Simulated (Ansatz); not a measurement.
Calculated with Ansatz (gas phase, PBE0-D4/def2-TZVP geometries, no zero-point term in ΔE). CCSD(T)/CBS adds triple-zeta CCSD(T) − MP2 to the extrapolated MP2 energy (def2 sets, frozen cores). This one scheme is used for every species. DFT in def2-TZVPP. One conformer a species, not always the lowest.

`[CH3][AlH][N]([SiH3])[SiH3]` + acetylene → `C#[C][AlH][CH3]` + `[SiH3]N[SiH3]`  (formal exchange of groups at the Al–N bond)

| level | ΔE (kcal/mol) |
| --- | --- |
| B2PLYP | 8.9 |
| MP2/def2-TZVPP | 11.0 |
| SCS-MP2/def2-QZVPP | 10.3 |
| MP2/CBS(def2) | 11.1 |

Task: What does CCSD(T)/CBS give? (Estimate.)

Result: Computed: +10.8 kcal/mol. The listed levels differ from it by -1.9, 0.2, -0.5, 0.3 kcal/mol.

Largest T1 diagnostic among the species: 0.013.

The D4 term adds +3.1 kcal/mol with B3LYP and +1.7 kcal/mol with PBE0; it sums over pairs of atoms, weighted by their polarisabilities, and B3LYP, whose exchange is more repulsive, gets the larger term. In def2-TZVPP, CCSD(T) changes the Hartree–Fock value by +4.3 kcal/mol (the triples alone add +0.5 kcal/mol) and MP2 by +4.5 kcal/mol.

B3LYP here is the variant with VWN-RPA as its local correlation; programs differ in this.
